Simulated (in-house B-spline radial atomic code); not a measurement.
Settings and results of a run for Er II (Er+) (an excited or competing configuration). Computed with an all-electron radial atomic-structure program (B-spline basis): scalar-relativistic (X2C) r2SCAN, spin-polarised, spherical fractional occupations, Fermi nucleus of rms radius 5.2516 fm.

In the input, 3d5,1 would mean five up and one down electron.

Command:
```bash
python run_scf.py task.json out
```
Settings (nuclear radius in fm, mass in u):
```
Z                68
configuration    1s2 2s2 2p6 3s2 3p6 3d10 4s2 4p6 4d10 4f7,5 5s2 5p2,3 6s0,1 7f1,0
hamiltonian      x2c
method           r2scan
spin_polarised   True
nucleus          fermi
rms_radius       5.2516
atomic_mass      165.9303
speed_of_light   137.035999084
```

Output (hartree, bohr):
```
 radial grid: 90 intervals, B-splines of order 8, outer radius 102 bohr

 iter        energy (Eh)    residual
    1      -13084.510397    1.35e-01
    2      -13084.522226    5.32e-03
    3      -13084.522652    4.65e-03
    4      -13084.522846    2.57e-03
    5      -13084.521748    6.63e-03
    6      -13084.523063    1.51e-04
    7      -13084.523064    5.07e-05
    8      -13084.523064    8.52e-06
    9      -13084.523064    1.89e-06
   10      -13084.523064    6.89e-07
   11      -13084.523064    1.23e-07

 total energy                    -13084.52306
 kinetic                           14447.9817
 electron-nucleus                 -32346.0520
 Hartree                            5095.0581
 exchange-correlation               -281.5109

 orbital      occ     eigenvalue          <r>       <r^2>       <1/r>       r_max
 1s up      1.000     -2105.8031    0.0196226 0.000535655     83.8918     0.01197
 1s down    1.000     -2105.8082    0.0196227 0.000535657     83.8917     0.01197
 2s up      1.000      -355.1415    0.0857242  0.00874778     19.4737     0.07306
 2s down    1.000      -355.1425    0.0857238  0.00874768     19.4738     0.07306
 2p up      3.000      -314.8061    0.0762467  0.00711618     16.8525     0.05906
 2p down    3.000      -314.8090    0.0762459  0.00711601     16.8527     0.05906
 3s up      1.000       -80.4336     0.224631   0.0578269     7.01691      0.2071
 3s down    1.000       -80.3931     0.224562   0.0577916     7.01983      0.2071
 3p up      3.000       -68.0404     0.223738   0.0581439     6.30026      0.2036
 3p down    3.000       -68.0008     0.223654   0.0581006     6.30294      0.2035
 3d up      5.000       -52.1589     0.203838   0.0487855      5.8975      0.1665
 3d down    5.000       -52.1294     0.203739   0.0487348     5.89986      0.1665
 4s up      1.000       -16.6036     0.508704    0.292284     2.88879      0.4747
 4s down    1.000       -16.5207      0.50874    0.292351     2.88837      0.4746
 4p up      3.000       -12.4937     0.538776    0.330406     2.58732      0.4955
 4p down    3.000       -12.4114     0.538963    0.330714     2.58644      0.4954
 4d up      5.000        -6.8785     0.584426    0.396586     2.26875      0.5129
 4d down    5.000        -6.7981     0.585412    0.398237     2.26575      0.5128
 4f up      7.000        -0.8051     0.788017    0.820654     1.67784      0.5103
 4f down    5.000        -0.7448     0.814162    0.891257     1.64695       0.512
 5s up      1.000        -2.6084      1.24057     1.73038     1.08155        1.11
 5s down    1.000        -2.6242      1.24989     1.75655     1.07052       1.117
 5p up      2.000        -1.6315      1.44684     2.37149    0.902222       1.261
 5p down    3.000        -1.6587      1.45995      2.4185    0.893129       1.268
 6s down    1.000        -0.5827      3.22954     11.6101    0.391412       2.932
 7f up      1.000        -0.0477      22.4907     573.809   0.0624351        25.1
```

Cost of the run: 1.1 s on 1 thread of Arm Neoverse V1, on a shared host.

One-electron X2C: radii and densities carry no picture-change correction, so inner-shell <1/r> comes out high (for 1s by about 2 % at Z = 33, 5 % at 54, 10 % at 75, 30 % at 118) and <r> low.
